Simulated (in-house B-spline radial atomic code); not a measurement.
Values are calculated unless marked as measured or tabulated.
# Weak and strong correlation along the adiabatic connection

Two-electron singlets in several external potentials (atomic units), by full CI in B-splines with partial waves to l = 8 (correlation energies up to 0.6 % small). The repulsion is scaled by λ at fixed density; W(λ) is the mean repulsion less the Hartree energy, W(0) = E_x, and the area under W from 0 to 1 is E_xc.

Relative drop (W(λ) − E_x)/E_x:

| system | λ = 0.12 | λ = 0.25 | λ = 0.4 | λ = 0.6 | λ = 0.8 | λ = 1 |
| --- | --- | --- | --- | --- | --- | --- |
| ω²r²/2 − Z/r, ω = 0.136, Z = 0.3 | 0.0358 | 0.0678 | 0.0981 | 0.1303 | 0.1557 | 0.1763 |
| −Z/r, Z = 3, wall at 0.5 bohr | 0.0030 | 0.0063 | 0.0099 | 0.0147 | 0.0194 | 0.0239 |
| −V exp(−r²/w²), V = 10.2, w = 13.0 | 0.0273 | 0.0530 | 0.0785 | 0.1070 | 0.1305 | 0.1502 |
| −V exp(−r²/w²), V = 26.4, w = 1.21 | 0.0066 | 0.0135 | 0.0212 | 0.0310 | 0.0403 | 0.0491 |
| −Z/r, Z = 1.99, wall at 4.74 bohr | 0.0110 | 0.0224 | 0.0347 | 0.0499 | 0.0639 | 0.0769 |
| ω²r²/2 − Z/r, ω = 0.405, Z = 0.7 | 0.0182 | 0.0361 | 0.0547 | 0.0766 | 0.0958 | 0.1127 |
| −V exp(−r²/w²), V = 13.6, w = 4.42 | 0.0146 | 0.0293 | 0.0449 | 0.0638 | 0.0808 | 0.0960 |

Order the systems by how far second-order (GL2) theory, half the initial slope (estimated from the first points of each curve), overshoots the correlation energy, least first.
A. −Z/r, Z = 3, wall at 0.5 bohr
B. −V exp(−r²/w²), V = 26.4, w = 1.21
C. −V exp(−r²/w²), V = 13.6, w = 4.42
D. ω²r²/2 − Z/r, ω = 0.405, Z = 0.7
E. −Z/r, Z = 1.99, wall at 4.74 bohr
F. ω²r²/2 − Z/r, ω = 0.136, Z = 0.3
G. −V exp(−r²/w²), V = 10.2, w = 13.0

A (GL2/E_c = 1.04), B (GL2/E_c = 1.09), E (GL2/E_c = 1.15), C (GL2/E_c = 1.20), D (GL2/E_c = 1.26), G (GL2/E_c = 1.39), F (GL2/E_c = 1.54).

What else changes along this order?

The ratio follows the bend of the curve. With it the leading natural occupation goes from 1.999 to 1.894 and −T_c/E_c from 0.96 to 0.66 between the first and the last.
